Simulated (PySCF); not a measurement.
CHO2, multiplicity 2. Atoms are numbered in the order given.

```xyz
4

O      0.1742     1.1540     0.0000
C     -0.4228     0.1348     0.0000
O      0.0187    -1.1168     0.0000
H      0.9936    -1.1068     0.0000
```
Charge 0, spin multiplicity 2.

Coordinates come from a ωB97X-D3(BJ)/def2-TZVP optimisation. The isomer is the one that the SMILES or the coordinates give; other isomers of the formula were not compared. The values are those of a single conformer.

Computed with PBE/def2-TZVPD (PySCF).

The molecule is in vacuum.

Computed frontier levels, dipole moment and polarisability:
```json
{
  "α spin, highest occupied and lowest empty level": "-5.72 and -1.53 eV",
  "β spin, highest occupied and lowest empty level": "-8.81 and -3.94 eV",
  "dipole_moment": "1.88 D",
  "quadrupole, principal values (traceless, Buckingham form, about the centre of nuclear charge)": "-4.76, 0.73, 4.03 D·Å",
  "mean_static_polarisability": "24.0 bohr³ (3.55 Å³)",
  "polarisability_principal_values": "17.5, 25.2, 29.3 bohr³",
  "⟨S²⟩": "0.753 (pure state 0.75)"
}
```
